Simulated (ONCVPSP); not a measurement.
**Configuration tests for neon (Ne) (ONCV)**

Ne (Z = 10), optimised norm-conserving Vanderbilt (ONCV), made with ONCVPSP 4.0.1 (PBE, scalar-relativistic). Core [He], reference 2s2 2p6. Waves: 2s: rc 0.65 bohr, ncon 4, nbas 7, qcut 10.1 1/bohr, 2 projectors, debl 1.3 Ha; 2p: rc 0.90 bohr, ncon 5, nbas 10, qcut 17.8 1/bohr, 1 projector; d scattering state at 0.06 Ha: rc 0.90 bohr, ncon 4, nbas 8, qcut 11.3 1/bohr, 2 projectors, debl 3.7 Ha. Local part: polynomial inside 0.55 bohr (lpopt 5, dvloc0 0 Ha). Core correction: none.

In the s channel the program set the typed energies aside and used -1.338, 0.250 Ha.

Energies are relative to the spin-unpolarised reference configuration 2s2 2p6; without spin polarisation the order of configurations can differ from experiment.

(1) Give the all-electron excitation energy and the error of the potential for: 2s2 2p5; 2s2 2p4; 2s2 2p3; 2s2 2p5.5.

## Answers

(1)

| valence configuration | charge | ΔE all-electron (eV) | error AE − PS (meV) |
| --- | --- | --- | --- |
| 2s2 2p5 | +1 | 22.475 | -1.8 |
| 2s2 2p4 | +2 | 65.743 | +6.1 |
| 2s2 2p3 | +3 | 133.173 | +59 |
| 2s2 2p5.5 | +0.5 | 8.868 | -1.1 |
